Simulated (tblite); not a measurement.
C$_{4}$H$_{9}$KO, charge +1, doublet, at a GFN2-xTB geometry (such geometries of metal compounds can be far from the true shape) (a state made from the parent by changing its charge; the spin is typed, not shown lowest); GFN1-xTB (tblite 0.6.0).

The tblite input:
```
$ tblite run mol.xyz --method gfn1 --charge 1 --spin 1 --json tblite.json --no-restart

# file mol.xyz
15

K      1.17865806     1.52044927     1.52233295
O     -0.07021041     0.34670475     0.18173222
C     -0.44982916    -0.63310286    -0.61390364
C      0.58467577    -1.73806561    -0.79749522
C     -1.80765986    -1.23536986    -0.08292799
C     -0.86626122    -0.03344013    -2.01224332
H      0.21879920    -2.51530211    -1.46022741
H      0.82498563    -2.18539989     0.16721414
H      1.50078357    -1.32257558    -1.21777545
H     -1.59699646    -1.68279658     0.88533723
H     -2.16598743    -1.98523185    -0.77797481
H     -2.54376880    -0.44700386     0.03496130
H      0.03104959     0.39580950    -2.45120272
H     -1.61081285     0.74414666    -1.87705145
H     -1.25642553    -0.82394965    -2.64204347
```

It wrote (shortened):

```
xTB calculator
 | screened Coulomb repulsion
 | Coulomb electrostatics
 |  * isotropic Klopman-Ohno-Mataga-Nishimoto electrostatics
 |  * onsite third-order electrostatics
 | DFT-D3(BJ) dispersion correction

halogen bonding energy    0.0000000000000E+00 Eh
repulsion energy          2.0448092285032E-01 Eh
dispersion energy        -5.5840166604259E-03 Eh
number of electrons       3.1000000000000E+01 e
integral cutoff           4.0000000000000E+01 bohr

------------------------------------------------------------
  cycle        total energy    energy error   density error
------------------------------------------------------------
      1     -17.72010278182  -1.7919000E+01   5.8475627E-01
      2     -17.89511338540  -1.7501060E-01   3.3133384E-01
      3     -17.89525648812  -1.4310272E-04   1.1918135E-01
      4     -17.90059219353  -5.3357054E-03   2.8627896E-02
      5     -17.90195088571  -1.3586922E-03   1.7869286E-02
      6     -17.90326106863  -1.3101829E-03   3.8432935E-03
      7     -17.90329249242  -3.1423789E-05   2.5842574E-03
      8     -17.90332140397  -2.8911551E-05   3.9475319E-05
      9     -17.90332140453  -5.5769789E-10   3.1207723E-05
     10     -17.90332140712  -2.5936835E-09   1.5180877E-05
------------------------------------------------------------

electronic energy        -1.8102218313309E+01 Eh
total energy             -1.7903321407119E+01 Eh

Post processing:
 | Mayer-Wiberg bond orders

[Info] JSON dump of results written to 'tblite.json'
```
